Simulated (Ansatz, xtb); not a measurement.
Two isomers of GeH8SSi2

We compare X, `[SiH3][GeH2][SiH2]S`, a singlet, with Y, `[SiH3][GeH]([SiH3])[SH]`, a singlet. Both are isolated molecules in the gas phase, relaxed with B3LYP-D3(BJ)/def2-SVP; the shapes shown needn't be the lowest conformers.

X (Å):

| atom | x (Å) | y (Å) | z (Å) |
| --- | --- | --- | --- |
| Ge | -0.0438 | 1.1459 | -0.3211 |
| S | -1.0402 | -2.3869 | -0.7483 |
| Si | -2.4062 | 1.3133 | 0.0404 |
| Si | 0.3199 | -0.8856 | -1.5333 |
| H | -2.8279 | 0.2863 | 1.0344 |
| H | -3.1213 | 1.0789 | -1.2467 |
| H | -2.7681 | 2.6659 | 0.5581 |
| H | 0.5092 | 2.3706 | -1.0856 |
| H | 0.6920 | 1.0699 | 1.0376 |
| H | 1.7398 | -1.3450 | -1.4938 |
| H | -0.0969 | -0.7319 | -2.9553 |
| H | -0.6303 | -2.2593 | 0.5359 |

Y (Å):

```xyz
12

Ge   -1.6714    1.2061    0.1524
S    -3.3709   -0.0667   -0.6488
Si   -0.3804    1.7762   -1.7812
Si   -0.4647   -0.1465    1.7169
H    -1.2334    2.4595   -2.7950
H     0.7341    2.6835   -1.3786
H     0.1889    0.5291   -2.3669
H    -2.2490    2.4756    0.8271
H     0.1391   -1.2970    0.9859
H    -1.4047   -0.6635    2.7546
H     0.6179    0.6355    2.3851
H    -3.8374   -0.4234    0.5708
```

Which of the two would you expect CCSD(T)/def2-SVP + ΔMP2/def2-TZVPP electronic energies to favour?

Too close to call at this level: CCSD(T)/def2-SVP + ΔMP2/def2-TZVPP gives E(Y) − E(X) = +1.93 kcal/mol.

The same difference at several levels:

```json
{"level": "B3LYP-D3(BJ)/def2-SVP", "geometry": "B3LYP-D3(BJ)/def2-SVP", "E(Y) − E(X) (kcal/mol)": "+1.88", "departure from the last row (kcal/mol)": "−0.05", "job, with rough time for the two": "optimisation, 7.2 min"}
{"level": "HF/def2-SVP", "geometry": "B3LYP-D3(BJ)/def2-SVP", "E(Y) − E(X) (kcal/mol)": "+1.44", "departure from the last row (kcal/mol)": "−0.50", "job, with rough time for the two": "part of the CCSD(T) run"}
{"level": "MP2/def2-SVP", "geometry": "B3LYP-D3(BJ)/def2-SVP", "E(Y) − E(X) (kcal/mol)": "+2.35", "departure from the last row (kcal/mol)": "+0.42", "job, with rough time for the two": "part of the CCSD(T) run"}
{"level": "CCSD(T)/def2-SVP", "geometry": "B3LYP-D3(BJ)/def2-SVP", "E(Y) − E(X) (kcal/mol)": "+2.17", "departure from the last row (kcal/mol)": "+0.24", "job, with rough time for the two": "single point"}
{"level": "CCSD(T)/def2-SVP + ΔMP2/def2-TZVPP", "geometry": "B3LYP-D3(BJ)/def2-SVP", "E(Y) − E(X) (kcal/mol)": "+1.93", "departure from the last row (kcal/mol)": "", "job, with rough time for the two": "single point, 1.8 min"}
```

As drawn, Y has 1 Ge–S, 1 Si–H in place of 1 S–Si, 1 Ge–H.

The largest departure from CCSD(T)/def2-SVP + ΔMP2/def2-TZVPP is that of HF/def2-SVP, 0.50 kcal/mol. Levels run at GFN2-xTB geometries aren't shown. The last row adds to CCSD(T) the change of the MP2 difference between the two basis sets, here −0.24 kcal/mol.

With thermal terms from frequencies at re-optimised GFN2-xTB minima (ideal gas, soft modes damped towards free rotors, one conformer each, 298.15 K, 1 atm): on the last row, ΔE + ΔZPE = +1.41, ΔH = +1.68, ΔG = +1.07 kcal/mol.

The correlated steps freeze 24 core orbitals; the filled d shell of Ge is correlated, in a basis made for valence electrons. Programs: Ansatz 0.2.0, xtb 6.7.1; the last row on 2 threads of Intel(R) Xeon(R) Processor @ 2.50GHz (Skylake/Cascade Lake) on a shared host.
